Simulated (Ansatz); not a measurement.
NbF4, SMILES [F][Nb]([F])([F])[F] (connectivity only; charge and spin as stated), neutral, multiplicity 2.

Geometry optimised at PBE-D3(BJ)/def2-SVP. The multiplicity is an assumed one; other spin states were not compared. The isomer is the one that the SMILES or the coordinates give; other isomers of the formula were not compared. The def2 effective core potentials stand for the cores of Nb; spin–orbit coupling is left out.

Two levels are set side by side: PBE/def2-SVPD (Ansatz, a quantum-chemistry and plane-wave program) and CAM-B3LYP/def2-SVPD (Ansatz). Energy differences of separate SCF runs at the same geometry; the states with an electron removed or added have multiplicity 1 and 1. Differences are taken from unrounded values.

| quantity | CAM-B3LYP |
|---|---|
| vertical ionisation energy (eV) | 9.66 |
| vertical electron affinity (eV) | 0.96 |

**Question.** What does PBE give, and how far is it from CAM-B3LYP? (Estimate from the structure and the level; the computed values follow.)

**Answer.** 
```tsv
quantity	PBE	PBE minus CAM-B3LYP
vertical ionisation energy (eV)	8.81	-0.85
vertical electron affinity (eV)	0.76	-0.20
```
